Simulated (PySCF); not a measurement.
A TDDFT job was run through a driver script with this input:

```
{"job": {"kind": "uv", "xc": "PBE0", "basis": "def2-SVPD", "ip": true}, "charge": 0, "multiplicity": 1}
O      0.222626    -2.284332     0.802969
P      0.598184    -0.911758     0.446226
O     -0.572933     0.179998     0.614373
C     -1.889696    -0.209587     0.301196
C     -2.312776    -0.171887    -1.130894
C     -2.789347     0.877870    -0.160093
O      1.185714    -0.648910    -1.051210
C      2.484103    -0.079187    -1.007674
C      2.597217     0.588272     0.363899
O      1.824308    -0.219045     1.237936
H     -2.269741    -1.002522     0.952158
H     -3.014252    -0.933733    -1.479691
H     -1.552049     0.121783    -1.858705
H     -2.341963     1.871744    -0.237444
H     -3.830034     0.864007     0.172684
H      3.236010    -0.877105    -1.129408
H      2.591209     0.639148    -1.832485
H      3.630390     0.620854     0.735416
H      2.185795     1.611868     0.350674
```

The calculation used TDDFT PBE0/def2-SVPD, vertical, gas phase, core orbitals frozen in the response (PySCF 2.14.0, density-fitted response routines). Job line and output are in the format of a driver script around the code.

(1) What does the script print for it, SCF cycles aside?

## Answers

(1) 
```
converged SCF energy = -837.1231387263

Static polarisability (au): isotropic 87.846, principal 78.193 83.519 101.825

Singlet excitations
state   eV       nm        f      main configurations
  1   7.3827    167.9   0.00150   H->L 0.57, H->L+1 0.34
  2   7.6952    161.1   0.00398   H->L+1 0.51, H->L 0.36
  3   7.7588    159.8   0.03486   H-1->L 0.47, H-1->L+1 0.31
  4   7.9693    155.6   0.02077   H-2->L 0.28, H->L+2 0.19, H-2->L+1 0.17
  5   8.1083    152.9   0.00208   H-1->L 0.28, H->L+4 0.24, H->L+2 0.11
  6   8.1515    152.1   0.00764   H->L+2 0.42, H-1->L+1 0.20, H-2->L+1 0.15
  7   8.1879    151.4   0.00908   H-2->L 0.29, H-3->L 0.18, H-3->L+1 0.14
  8   8.2747    149.8   0.01891   H-1->L+1 0.24, H->L+3 0.21, H-3->L 0.13
  9   8.3684    148.2   0.00360   H->L+3 0.44, H-2->L 0.14, H-2->L+1 0.14
 10   8.4166    147.3   0.02777   H->L+4 0.33, H-3->L+1 0.14, H->L+2 0.11

Triplet excitations (Tamm-Dancoff, eV): 7.1477 7.4622 7.5896 7.6709
Vertical ionisation energy (delta-SCF) = 9.8822 eV
```

The structure is a single PBE0-D3(BJ)/def2-SVP conformer in the gas phase; no vibrational or solvent corrections.

H and L stand for HOMO and LUMO.

The vertical ionisation energy (ΔSCF) is 9.88 eV, 1.47 eV above S10.

Hardware: Intel Xeon Platinum 8488C, one thread, no GPU, on a shared host. Cost: 9.1 min of wall time, 1.3 GiB resident at most.
